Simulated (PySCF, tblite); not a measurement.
Isomers of C6H9FOSi. Method: GFN2-xTB as coded in tblite; computed harmonic values from a numerical Hessian at the method's own geometry, unscaled. Against measured fundamentals such values can be off by several per cent, at times by over 20. Modes of hydrogen on silicon can be 10 to 20 % off. One conformer each.

Electronic energies: PBE0/pcSseg-1 single points on the GFN2-xTB geometries (PySCF, gas phase).

| SMILES | electronic energy, lowest = 0 (kJ/mol) |
| --- | --- |
| CC#C[Si@@H]1OCC[C@@H]1F | 232.5 |
| CC#CC[SiH2]O/C=C\F | 336.3 |
| CC#C[Si@@]1(F)CCCO1 | 0.0 |
| C#C/C=C(\CCF)[SiH2]O | 312.4 |

Q: How do GFN2-xTB zero-point energies change the relative energies?

A: 
```csv
SMILES,ZPE (kJ/mol),of it from modes above 1550 cm⁻¹,electronic (kJ/mol),"with ZPE, lowest = 0 (kJ/mol)",lowest mode (cm⁻¹),rings
CC#C[Si@@]1(F)CCCO1,360.3,174.9,0.0,0.0,39,1
CC#C[Si@@H]1OCC[C@@H]1F,352.3,170.4,232.5,224.4,21,1
C#C/C=C(\CCF)[SiH2]O,337.4,181.5,312.4,289.5,32,0
CC#CC[SiH2]O/C=C\F,336.2,178.0,336.3,312.3,17i,0
```

The zero-point energies span 24.1 kJ/mol, from `CC#CC[SiH2]O/C=C\F` to `CC#C[Si@@]1(F)CCCO1`. Slightly imaginary modes are left out of the zero-point energy: `CC#CC[SiH2]O/C=C\F` 17.2i cm⁻¹. The order is unchanged.

Q: And how do the electronic energies of GFN2-xTB itself compare?

A: `CC#C[Si@@]1(F)CCCO1` 0.0; `CC#C[Si@@H]1OCC[C@@H]1F` 153.9; `C#C/C=C(\CCF)[SiH2]O` 217.7; `CC#CC[SiH2]O/C=C\F` 209.9 kJ/mol, lowest = 0. Against the energies above, taken from the same isomer `CC#C[Si@@]1(F)CCCO1`, the largest difference is 126.4 kJ/mol.
